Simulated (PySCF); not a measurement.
CH11NSi4, SMILES N[SiH2][SiH]1[SiH2]C[SiH2]1.

Coordinates come from a PBE0-D3(BJ)/def2-SVP optimisation. The structure was generated by enumeration, and PubChem lists no compound with its InChIKey, so it may never have been made. Other conformers were not sampled.

Computed with PBE0-D3(BJ)/def2-SVP in PySCF 2.14.0.

Frequencies are harmonic and unscaled.

Q: List the normal modes with their intensities. (The exact figures need the calculation; the answer reports its results.)

A: 
```csv
mode,ν (cm⁻¹),IR (km/mol),moving atoms (share of kinetic energy)
1,36,1.1,"N 42 %, Si 28 %, H 26 %"
2,57,0.2,"Si 45 %, H 27 %, C 20 %, N 8 %"
3,69,0.8,"Si 54 %, H 28 %, N 14 %"
4,123,1.7,"Si 45 %, H 43 %, C 12 %"
5,170,4.6,"Si 38 %, H 38 %, N 23 %"
6,221,25.9,"H 73 %, N 14 %, Si 12 %"
7,265,2.9,"Si 61 %, H 26 %, C 12 %"
8,341,2.2,"H 81 %, Si 18 %"
9,377,7.9,"Si 72 %, H 26 %"
10,400,85.2,"H 52 %, Si 40 %, N 8 %"
11,405,87.5,"H 47 %, Si 43 %, N 10 %"
12,444,30.0,"H 75 %, Si 24 %"
13,475,11.1,"H 69 %, Si 30 %"
14,506,2.9,"Si 74 %, H 25 %"
15,548,6.2,H 93 %
16,575,16.1,"H 69 %, Si 25 %"
17,616,3.0,"H 71 %, Si 19 %, C 10 %"
18,651,27.5,"H 56 %, C 36 %, Si 9 %"
19,675,71.1,"H 72 %, Si 18 %, C 8 %"
20,682,62.9,H 91 %
21,688,28.9,"H 54 %, C 27 %, Si 18 %"
22,717,1.1,H 91 %
23,781,39.8,"H 66 %, C 25 %, Si 9 %"
24,797,27.7,"H 81 %, N 15 %"
25,839,378.5,"H 68 %, Si 17 %, C 13 %"
26,856,43.9,"N 42 %, Si 31 %, H 26 %"
27,911,204.9,"H 78 %, Si 12 %, N 9 %"
28,917,180.2,H 96 %
29,939,26.0,H 94 %
30,966,43.3,H 94 %
31,969,41.1,H 94 %
32,1003,50.6,"H 69 %, C 29 %"
33,1367,10.6,"H 91 %, C 9 %"
34,1545,45.5,"H 90 %, N 10 %"
35,2159,104.3,H 97 %
36,2200,25.3,H 97 %
37,2203,176.0,H 98 %
38,2211,53.4,H 98 %
39,2214,101.6,H 96 %
40,2219,136.0,H 96 %
41,2222,141.8,H 97 %
42,3074,0.8,H 94 %
43,3158,0.8,"H 91 %, C 9 %"
44,3600,28.0,H 96 %
45,3700,29.8,"H 91 %, N 9 %"
```
